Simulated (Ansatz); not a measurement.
Computed with Ansatz on PBE0-D4/def2-TZVP structures; ΔE is electronic, products minus reactants. CCSD(T)/CBS adds triple-zeta CCSD(T) − MP2 to the extrapolated MP2 energy (def2 sets, frozen cores). DFT in def2-TZVPP. For Ge outer-core shells are correlated without core-valence functions, which leaves a few kJ/mol of doubt a bond. Scalar relativity is left out up to krypton. Each species was taken in one conformer, which may not be the lowest.

Reaction (isomerisation): `N=C(F)[SiH2][GeH3]` → `N=C[SiH2][GeH2][F]`

```json
{"level": "ωB97X-V", "ΔE (kcal/mol)": "-16.5"}
{"level": "CCSD/def2-TZVPP", "ΔE (kcal/mol)": "-18.3"}
```

(1) What does CCSD(T)/CBS give? (An estimate is asked.)

Largest T1 diagnostic among the species: 0.014.

## Answers

(1) The calculation gave: -18.2 kcal/mol. The listed levels differ from it by 1.7, -0.1 kcal/mol.

From BLYP to BHLYP (50 % exact exchange), in def2-TZVPP and without D4, ΔE moves by −1.3 kcal/mol. At CCSD(T), def2-SVP lies +1.2 kcal/mol from the extrapolated value and def2-TZVPP +0.3 kcal/mol. Leaving LDA and LC-ωPBE aside and taking each functional with its dispersion term where it has one, the values, not all of them listed here, spread over 3.7 kcal/mol, from BHLYP-D4 to PBE-D4. LDA lies +3.6 kcal/mol from PBE without D4.

CCSD(T)/CBS has its own doubt, a few kJ/mol and more with outer-core shells, so smaller differences from it don't rank the levels.
